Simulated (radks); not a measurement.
Ionisation of the xenon ion Xe+, [Kr] 4d10 5s2 5p5, to [Kr] 4d10 5s2 5p4 as the strength of local exchange is varied. All-electron calculation, scalar-relativistic Kohn-Sham, Slater X-alpha exchange (alpha = 2/3 is LDA exchange), no correlation, spin-unpolarised, spherical densities, finite nucleus; Fermi nuclear charge, rms radius 4.7859 fm. Program: a radial shooting solver on a logarithmic mesh with Libxc functionals.

alpha	E(Xe+) (hartree)	exchange (hartree)	IE (eV)	-e of the level emptied (eV)	<r> of it (bohr)
0.601	-7418.20866	-157.46789	19.759	15.086 (5p)	2.231
0.667	-7435.56664	-175.14580	20.606	15.880 (5p)	2.203
0.728	-7451.64365	-191.55209	21.404	16.630 (5p)	2.178
0.76	-7460.09055	-200.18463	21.828	17.030 (5p)	2.165
0.855	-7485.22026	-225.91770	23.110	18.241 (5p)	2.128
0.979	-7518.14028	-259.74274	24.835	19.878 (5p)	2.082

NIST Atomic Spectra Database: 20.975 eV (semi-empirical). The Delta-SCF value meets it near alpha = 0.70. Spin polarisation and multiplet splitting are left out, so open shells lie too high by an amount that depends on their filling. Spin-orbit splitting is averaged out at the scalar-relativistic level.

Beside tabulated values, note that spin-unpolarised runs miss the spin-polarisation part of the exchange energy of open shells.
